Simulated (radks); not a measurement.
Values are calculated unless marked as measured or tabulated.
Task: The phosphorus ion P4+, [Ne] 3s1. Code: a radial shooting solver on a logarithmic mesh with Libxc functionals. Model: non-relativistic Kohn-Sham, r2SCAN, spin-polarised, spherical densities, point nucleus; meta-GGA in the generalised Kohn-Sham scheme. Every spin shell is full or empty, so the densities are truly spherical. Functionals are evaluated on that one density, not self-consistently. Rank these exchange functionals by their error against the exact value of the orbitals, and give that value: LDA, B88, PBE, PBEsol, RPBE, PW86, OPTX, AM05, SOGGA, G96, APBE, TPSS, revTPSS, Tao-Mo.

Result: Exact: -21.3189 hartree. From best to worst, with 100 (|E| - |E exact|)/|E exact| (equal figures are ties): RPBE 0.00, OPTX -0.01, B88 -0.05, G96 +0.06, Tao-Mo -0.13, TPSS +0.22, revTPSS -0.43, PW86 +0.47, APBE +0.53, PBE -0.64, PBEsol -3.69, SOGGA -3.74, AM05 -7.25, LDA -8.40.
